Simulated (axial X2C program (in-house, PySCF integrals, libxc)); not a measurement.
# CaAs: bond constants with and without spin–orbit coupling

Calculated with an in-house all-electron X2C program for linear molecules (integrals from PySCF). Spin-free means the one-electron spin-free X2C Hamiltonian; two-component (2c) means X2C with spin–orbit coupling and atomic mean-field two-electron Coulomb and Gaunt terms, so the difference of the two also holds small scalar two-electron terms. Basis: As dyall-cv3z [9s9p6d4f1g], Ca dyall-cv3z [11s12p6d4f] (cores contracted in-house); Gaussian nuclei, density fitting, unrestricted open shells. Masses: As 74.922 u, Ca 39.963 u.

State, spin-free: M_S = 3/2, Λ = 0 (beyond evenly filled blocks: σα, π+α, π-α); electrons by block: σα: 14, σβ: 13, π+α: 6, π+β: 5, π-α: 6, π-β: 5, δ+α: 1, δ+β: 1, δ-α: 1, δ-β: 1. Fragments: As + Ca.

State, 2c: Ω = 3/2 (⟨Sz⟩ = 1.49, ⟨Lz⟩ = 0.01 at HF); electrons by block: 1/2: 19, -1/2: 19, 3/2: 7, -3/2: 6, 5/2: 1, -5/2: 1. Fragments: As + Ca.

```csv
Hamiltonian,level,Re (Å),ωe (cm⁻¹),Be (cm⁻¹),αe (cm⁻¹),De (eV),μ (D)
spin-free,PBE0,2.861,212.5,0.07904,0.000397,1.22,3.45
spin-free,HF,2.948,207.8,0.07444,0.000367,0.577,4.09
spin-free,MP2,2.898,208.9,0.07702,0.000402,0.683,n/a
spin-free,CCSD,2.911,205.7,0.07631,0.000414,0.715,n/a
spin-free,CCSD(T),2.910,205.1,0.07641,0.000416,0.696,n/a
spin-free,BP86,2.858,207.7,0.07919,0.000409,1.34,3.38
2c,HF,2.946,207.6,0.07453,0.000365,0.579,4.11
```

Correlated methods: 15 electrons correlated (number of frozen shells: As 3 s, 2 p, 1 d; Ca 2 s, 1 p), 285 virtual spin orbitals or spinors in MP2, 89 natural virtuals in coupled cluster.

Dipoles are positive if Ca is the positive end.

Occupations by symmetry block were frozen at the best pattern of an incomplete PBE0 search. De is counted from the lowest determinant-based energies of the atoms at the same level, without counterpoise correction. Coupled cluster ran in a truncated set of natural virtual spinors; the MP2 energy of the rest was added. (T) has no such correction and the atoms are truncated less, which lowers De at CCSD(T) by a hundredth of an eV or more. PBE0 can misorder states that lie within some tenths of an eV, so this need not be the ground state of the molecule. The nearest other spin-free determinant of the search, M_S = 1/2, Λ = 0, lies 0.07 eV up at the distance of the search. With several unpaired electrons one determinant need not be a pure state. A state of lower Ω lies just above, and one determinant can place such states too high, so the state shown need not be the lowest. The search has Ω = 1/2 only 0.07 eV up. At some level and bond length an empty orbital lies below a filled one. Some points did not converge and are left out. This is the top spin component of a Σ state; components of lower Ω are not single determinants and can lie lower. The stretched end of a curve changes character and is left out.

No reliable constants came from BP86 (2c), CCSD (2c), CCSD(T) (2c), MP2 (2c), PBE0 (2c): no minimum in range, unconverged points, a curve that is not smooth, a change of character along it, or the two Hamiltonians disagreeing along it.

Rough cost a point (2c) on 1 thread(s) of a shared host, integrals apart: HF 0.7 s.

The whole task took 3.3 min on 1 thread of INTEL(R) XEON(R) PLATINUM 8581C CPU @ 2.30GHz (Emerald Rapids), on a shared host.
